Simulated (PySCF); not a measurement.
CH5BN2.
Cartesian coordinates in Å at the PBE0-D3(BJ)/def2-SVP level; atoms count from 1:
```xyz
9
CH5BN2 angstrom
N      2.4043   -0.7966   -0.3779
C      1.4654   -0.1299   -0.2298
B      0.1463    0.7069   -0.0268
N     -1.0487   -0.3906    0.0751
H      0.1415    1.3204    1.0258
H     -0.1120    1.4082   -0.9890
H     -1.1062   -0.9570   -0.7734
H     -1.9483    0.0729    0.2074
H     -0.9024   -1.0281    0.8601
```

Computed at PBE0/pcSseg-1 (PySCF, non-relativistic), with Q(14N) = 0.02044 b, Q(11B) = 0.04059 b: N1, 14N (I = 1): χzz = -4.947 MHz, η = 0.181; B3, 11B (I = 3/2): χzz = 2.216 MHz, η = 0.545; N4, 14N (I = 1): χzz = -2.033 MHz, η = 0.036.

Problem. Where would the pure quadrupole (NQR) lines of 14N at N1 fall for the rigid, isolated species?

Solution. From ν± = (3/4)|χ|(1 ± η/3) and ν0 = |χ|η/2: ν+ 3.934 MHz, ν− 3.486 MHz, ν0 0.447 MHz (cyano nitrogen).

Problem. Where would the pure quadrupole (NQR) lines of 11B at B3 fall for the rigid, isolated species?

Solution. From ν = (|χ|/2)√(1 + η²/3): ν = 1.162 MHz (four-coordinate boron).

Problem. Find the zero-field quadrupole resonance frequencies of 14N at N4.

Solution. From ν± = (3/4)|χ|(1 ± η/3) and ν0 = |χ|η/2: ν+ 1.543 MHz, ν− 1.507 MHz, ν0 0.037 MHz (nitrogen bonded to B and 3 H).

In a crystal, neighbours and librations shift these lines. The small basis limits the accuracy of the gradients.
